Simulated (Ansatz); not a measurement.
Basis-set extrapolation for BH6NO2Si, SMILES `OBN[SiH2]O` (PBE0-D4/def2-TZVP geometry, frozen core, Ansatz). Multiplicity 1, RHF reference.

|  | def2-TZVPP | def2-QZVPP |
| --- | --- | --- |
| HF | -521.578144 | -521.599220 |
| MP2 correlation | -0.912736 | -0.983539 |
| CCSD(T) correlation | -0.978966 | not run |

Energies in hartree. Use E(X) = E(∞) + A·exp(−7.88·√X) for Hartree–Fock and E(X) = E(∞) + B·X^(−2.97) for correlation, with X = 3 and 4, and add CCSD(T) minus MP2 of the smaller set to the MP2 limit.

Task: What is the CCSD(T) energy at the basis-set limit?

Result: HF limit: -521.599220 + (-0.021076) × 0.13774 = -521.60212. MP2 limit: -0.983539 + (-0.070803) × 0.74074 = -1.03599. Higher-order term: -0.978966 − (-0.912736) = -0.06623. Total: -522.70434 hartree, 386.6 kJ/mol below CCSD(T)/def2-TZVPP.
